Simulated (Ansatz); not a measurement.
Sn₂Br₄, relaxed as a singlet with RKS PBE0-D4/def2-SVP in Ansatz, starting from the GFN2-xTB geometry. Force threshold 0.02 eV/Å.

In the def2 sets Sn takes a core potential; there is no spin–orbit coupling. The structure comes from a short search, and lower isomers may exist.

Start:

```xyz
6

Sn    0.646    1.450    1.346
Sn   -0.654   -1.506   -1.358
Br   -1.760    0.198    0.651
Br   -0.257   -3.491    0.135
Br    1.732   -0.175   -0.745
Br    0.293    3.524   -0.030
```

| step | energy (eV) | largest force component (eV/Å) | SCF passes |
| --- | --- | --- | --- |
| 1 | -291789.8456 | 0.426 | 15 |
| 2 | -291789.8742 | 0.158 | 19 |
| 3 | -291789.8857 | 0.030 | 19 |
| 4 | -291789.8863 | 0.017 | 21 |
| 5 | -291789.8865 | 0.006 | 21 |
| 6 | -291789.8866 | 0.009 | 15 |
| 7 | -291789.8870 | 0.025 | 20 |
| 8 | -291789.8887 | 0.110 | 19 |
| 9 | -291789.8913 | 0.134 | 19 |
| 10 | -291789.8981 | 0.341 | 18 |
| 11 | -291789.9126 | 0.390 | 19 |
| 12 | -291789.9524 | 0.110 | 19 |
| 13 | -291789.9636 | 0.053 | 19 |
| 14 (rejected) | -291789.9630 | 0.068 | 19 |
| 15 | -291789.9645 | 0.010 | 20 |

Force components are those of the run's own axes.

End:

```xyz
6

Sn    0.547    0.846    1.194
Sn   -0.685   -1.688   -1.348
Br   -1.970    0.327    0.034
Br    0.074   -2.821    0.839
Br    1.490    0.012   -1.330
Br    0.543    3.325    0.610
```

By distances, no bond broke or formed. The bond that changes most is Sn2–Br3, from 2.86 to 2.76 Å (atoms count from 1).

The force fell under the threshold at step 4, but the optimiser went on and released 0.078 eV more. No frequencies were taken in this run, so the end may be a saddle point.

Hardware: 4 threads of Arm Neoverse V1 on a shared host. Wall time 1.7 min, peak host memory 0.79 GiB.
